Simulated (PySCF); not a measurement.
B3LYP has the VWN-RPA correlation part, as in Gaussian. Delta-SCF ions had no search for a lower state. Excitations are Tamm–Dancoff values on a coarser integration grid. The basis has no diffuse functions, so Rydberg states are missing or too high.

**C3H5N, SMILES `[H]/N=C\C=C` (C–C–C–N torsion 180°) (charge 0, multiplicity 1)**

The numbers are results of B3LYP-D3(BJ)/def2-TZVP // PBE0-D4/def2-TZVP (PySCF 2.14.0), not measurements.

- HOMO: -7.51 eV
- dipole moment: 2.66 D
- HOMO–LUMO gap: 5.88 eV
- LUMO: -1.62 eV
- S1 excitation (TDA): 4.61 eV
- S1 oscillator strength: 0.004
- brightest of the four lowest singlets (TDA): 6.77 eV
- T1 excitation (TDA): 3.57 eV
- S1–T1 gap (TDA): 1.04 eV
- vertical ionisation energy (Delta-SCF): 10.03 eV
- total energy: -172.1177 Ha
- cost: roughly 120 core-seconds

```xyz
9

C     -1.4526    -0.2106    -0.3391
C     -0.1537    -0.4223    -0.1483
C      0.7446     0.6110     0.3572
N      1.9903     0.5035     0.5705
H     -2.1109    -0.9846    -0.7143
H     -1.8986     0.7549    -0.1215
H      0.2879    -1.3923    -0.3677
H      0.2787     1.5782     0.5712
H      2.3142    -0.4378     0.3362
```
